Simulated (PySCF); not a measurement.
Gas-phase reaction: WCl6 + F2O → WOCl4 + 2 Cl + 2 F

Method: PySCF energies (xtb for GFN2) plus ideal-gas RRHO corrections (1 bar). † marks an energy on the PBE0/def2-TZVP geometry and frequencies; other levels use their own. MP2 freezes the core. Open shells (unrestricted): Cl (multiplicity 2, electronic degeneracy 6), F (multiplicity 2, electronic degeneracy 6); the rest are closed-shell singlets. GFN2 has no spin-polarisation term. Spin-orbit splitting is ignored; it lowers the true energy and changes the entropy of Cl, F. W: scalar-relativistic def2 core potential, no spin-orbit coupling. MP2 isn't extrapolated to the basis-set limit; its ΔH°(298 K) is 169.5 kJ in def2-SVP and 251.4 kJ in def2-TZVPP. The harmonic model lacks anharmonicity and excited electronic states, which grow with temperature; levels with a mode under 35 cm⁻¹ are left out. Soft modes under 120 cm⁻¹ make the harmonic entropy rough for WCl6, WOCl4.

| level | ΔE electronic, kJ | ΔH°(298 K), kJ | ΔS°(298 K), J/K | ΔG°(1800 K), kJ |
|---|---|---|---|---|
| GFN2-xTB | 563 | 559 | 374 | -121 |
| HF/def2-TZVP† | -266 | -272 | 381 | -967 |
| MP2/def2-SVP† | 175 | 170 | 381 | -526 |
| MP2/def2-TZVPP† | 257 | 251 | 381 | -444 |
| PBE/def2-TZVP† | 408 | 403 | 381 | -293 |
| PBE0/def2-SVP† | 291 | 285 | 381 | -410 |
| ωB97M-V/def2-TZVP† | 285 | 280 | 381 | -416 |
ΔH° is lowest at HF/def2-TZVP† and highest at GFN2-xTB. No reference value is set beside these.
